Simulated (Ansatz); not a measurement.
Input for Ansatz (an electronic-structure program): R-wB97M-V/def2-TZVPP on C2H7O (SMILES C[OH+]C). Charge +1.

Ansatz 0.2 input:
```yaml
crystal:
  periodic: [false, false, false]
  atoms:
    - {symbol: C, position_ang: [-1.27427838, -0.06492788, 0.12055900]}
    - {symbol: O, position_ang: [0.06824245, -0.58703266, -0.26848970]}
    - {symbol: C, position_ang: [1.25524274, 0.23276340, 0.11269108]}
    - {symbol: H, position_ang: [-1.98814303, -0.80851846, -0.21897156]}
    - {symbol: H, position_ang: [-1.25428177, -0.00224752, 1.20316436]}
    - {symbol: H, position_ang: [-1.42160497, 0.90413459, -0.34936130]}
    - {symbol: H, position_ang: [0.09604178, -0.84816344, -1.20576089]}
    - {symbol: H, position_ang: [1.22906787, 0.28808014, 1.19556592]}
    - {symbol: H, position_ang: [2.12004664, -0.32400462, -0.23362428]}
    - {symbol: H, position_ang: [1.16966668, 1.20991646, -0.35577264]}
basis:
  gaussian:
    orbitals: def2-TZVPP
hamiltonian:
  xc: {name: wB97M-V}
total_charge: 1
scf: {lower_state_search: off}
```

The head of its log:

```
WARN ansatz: RAYON_NUM_THREADS=1 ignored (pool sized by the plan → 1); use --threads N
Functional definition: wB97M-V
these checks for a lower state are left out or cut short: stability, starts, cluster_reference, orbital_swaps, neighbouring_geometries, increment
integrals: 0.10 GiB planned
924 factors; their error is unknown
integrals: 0.13 GiB planned
252 factors; integrals over basis functions are off by at most 1.2e-5 eV
mean field: 0.99 GiB planned
mean field evaluation 1: about -4220.1272 eV, gradient 5.9e1 eV
mean field evaluation 2: about -4221.8966 eV, gradient 5.3e1 eV
```

Problem. Predict the final total energy.

Solution. -155.3191 hartree.
